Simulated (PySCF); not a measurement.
C4H3ClF2. Atoms are numbered in the order given.

```xyz
10

C     -2.1500     0.5586     0.0000
C     -1.0828    -0.2463     0.0000
F     -1.2512    -1.5781     0.0000
C      0.3281     0.1541     0.0000
Cl     0.6609     1.8704     0.0000
C      1.3970    -0.6639     0.0000
F      1.3143    -1.9873     0.0000
H     -3.1503     0.1241     0.0000
H     -2.0295     1.6394     0.0000
H      2.4225    -0.2863     0.0000
```
Charge 0, spin multiplicity 1.

Geometry: B3LYP-D3(BJ)/def2-SVP. The structure was generated by enumeration; whether it is a known compound was not checked. Other conformers were not sampled.

The numbers are results of TDDFT-PBE/def2-SVPD in PySCF 2.14.0, not measurements.

Vertical excitations. Gas-phase values at a fixed geometry. State labels are in the subgroup Cs.

```tsv
state	symmetry	energy (eV)	λ (nm)	f	main pairs
S1	A"	4.98	249	0.000	HOMO→LUMO+1 99 %
S2	A'	5.04	246	0.237	HOMO→LUMO 68 %, HOMO−1→LUMO 26 %
S3	A'	5.28	235	0.172	HOMO−1→LUMO 64 %, HOMO→LUMO 28 %
S4	A"	5.69	218	0.000	HOMO−2→LUMO 100 %
S5	A"	6.15	202	0.000	HOMO−1→LUMO+1 96 %
S6	A"	6.30	197	0.006	HOMO→LUMO+2 98 %
S7	A"	6.74	184	0.004	HOMO−3→LUMO 93 %
S8	A"	6.80	182	0.014	HOMO→LUMO+4 93 %
S9	A'	6.98	178	0.061	HOMO→LUMO+3 47 %, HOMO−4→LUMO 46 %
S10	A'	7.15	174	0.000	HOMO−2→LUMO+1 96 %
T1	A'	3.01	412	0	HOMO→LUMO 98 %
T2	A'	4.34	286	0	HOMO−1→LUMO 94 %
T3	A"	4.73	262	0	HOMO→LUMO+1 99 %
T4	A"	5.59	222	0	HOMO−2→LUMO 100 %
```
Triplets are in the Tamm–Dancoff approximation, which puts them higher than full response would, so one can lie above its singlet here.
